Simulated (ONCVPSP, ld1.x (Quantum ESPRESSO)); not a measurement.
**Potentials for Be compared**

Generated with ld1.x 7.5 (TM, RRKJ, ultrasoft, PAW), atompaw 4.2 or ONCVPSP 4.0.1. The cutoff is in Ry: for ld1.x and atompaw files where the sum of valence levels is converged to 10 mRy in a Bessel basis, for ONCV files where the hardest occupied wave has 1 mHa per electron of residual kinetic energy. The error is the largest all-electron minus pseudo excitation energy over each file’s own four to seven test configurations (ionisations up to +4, promotions, holes and added fractions of an electron), all of which were solved. The labels leave out finer settings (local radius, basis sizes, second energies), which also bear on the numbers. Spin-polarised tests are not counted. The rows are a selection from randomly drawn settings: files with unsolved tests, undetermined cutoffs or missed reference levels are left out.

```csv
potential,cutoff (Ry),largest error (meV),bound ghosts
"ONCV, BLYP, scalar-relativistic, rc 0.65/0.60/0.70 (spd), local smoothed, core correction no, reference 1s2 2s2, qcut 18.2/15.9/15.4, projectors 2/2/2",243,+2.6,none
"ONCV, PBE, scalar-relativistic, rc 0.50/0.40 (sp), local smoothed, core correction no, reference 1s2, qcut 27.5/16.3, projectors 2/1",444,+0.9,none
"ONCV, PBE, scalar-relativistic, rc 0.65/4.00/3.95 (spd), local smoothed, core correction no, reference 1s2 2s1.75 2p0.25, qcut 18.9/3.2/2.6, projectors 2/3/2",254,+66,none
"ONCV, PBEsol, scalar-relativistic, rc 0.70/0.60/0.60 (spd), local d, core correction no, reference 1s2 2s2, qcut 14.7/14.9/17.6, projectors 3/2/0",175,+3.6,none
"ONCV, PBEsol, scalar-relativistic, rc 0.90/0.75 (sp), local smoothed, core correction no, reference 1s2 2s2, qcut 16/13.3, projectors 2/1",159,+1235,none
```

Task: Fill in the row for Be: RRKJ, LDA (PZ), non-relativistic, rc 1.80/4.20 (sp), local smoothed, core correction yes, reference 2s1.75 2p0.

Result: cutoff 10 Ry, largest error -184 meV, bound ghosts: none.
